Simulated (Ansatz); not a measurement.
```yaml
crystal:
  periodic: [false, false, false]
  atoms:
    - {symbol: Sn, position_ang: [-0.285092, 1.646049, 0.275927]}
    - {symbol: C, position_ang: [-0.355976, -0.485835, 0.458917]}
    - {symbol: O, position_ang: [0.948324, -1.106231, 0.823666]}
    - {symbol: Si, position_ang: [0.455036, -1.633733, -0.673410]}
    - {symbol: H, position_ang: [0.941684, 2.043335, -0.842574]}
    - {symbol: H, position_ang: [0.059791, 2.357124, 1.789117]}
    - {symbol: H, position_ang: [-1.795801, 2.208013, -0.292977]}
    - {symbol: H, position_ang: [-1.167062, -0.868430, 1.080052]}
    - {symbol: H, position_ang: [0.057586, -3.054451, -0.773308]}
    - {symbol: H, position_ang: [1.224712, -1.156942, -1.842410]}
basis:
  gaussian: {orbitals: def2-SVP}
hamiltonian: {xc: {name: B3LYP5}}
accuracy: high
output: {forces: true}
```

```sh
$ ansatz run in.yaml --threads 4 --pin off --events-out ev --progress --plain --max-ram 10444MiB
```

Shortened log:

```
Functional definition: B3LYP5
2431 factors; integrals over basis functions are off by at most 3.7e-9 eV
mean field evaluation 1: about -16874.5178 eV, gradient 5.2e1 eV
mean field evaluation 2: about -16851.3104 eV, gradient 1.1e2 eV
mean field evaluation 4: about -16880.4435 eV, gradient 1.0e1 eV
mean field evaluation 8: about -16880.7968 eV, gradient 6.3e-1 eV
mean field evaluation 16: about -16880.7979 eV, gradient 5.8e-5 eV
mean field -16880.79791631 eV, -620.3578812085 hartree, gradient 3.9e-8 eV, S^2 0.000000; 0 other end points of the search recorded, 0 dependent functions left out
reference -16880.79796331 eV, -620.3578829359 hartree; 28, 28 occupied and 74, 74 virtual orbitals, 2431 factors
Total energy: -16880.79796331 eV, -620.3578829359 hartree
Atom 0 at    -0.285092     1.646049     0.275927 Å, force    -0.026204     0.259972     0.008532 eV/Å
Atom 1 at    -0.355976    -0.485835     0.458917 Å, force    -0.038574     0.026163     0.138969 eV/Å
Atom 2 at     0.948324    -1.106231     0.823666 Å, force     0.337954     0.254613     0.765335 eV/Å
Atom 3 at     0.455036    -1.633733    -0.673410 Å, force     0.022567    -0.594483    -0.973080 eV/Å
Atom 4 at     0.941684     2.043335    -0.842574 Å, force     0.136153     0.049645    -0.116632 eV/Å
Atom 5 at     0.059791     2.357124     1.789117 Å, force     0.045114     0.081973     0.163195 eV/Å
Atom 6 at    -1.795801     2.208013    -0.292977 Å, force    -0.168266     0.082785    -0.068234 eV/Å
Atom 7 at    -1.167062    -0.868430     1.080052 Å, force    -0.291036    -0.101772     0.189307 eV/Å
Atom 8 at     0.057586    -3.054451    -0.773308 Å, force    -0.039069    -0.075498    -0.024800 eV/Å
Atom 9 at     1.224712    -1.156942    -1.842410 Å, force     0.021361     0.016601    -0.082593 eV/Å
Dipole moment:    -0.212642    -0.133514    -0.290467 e Å
```

Hardware: 4 threads of an Arm Neoverse V1 on a shared host. Wall time 4.6 s, peak host memory 0.45 GiB.
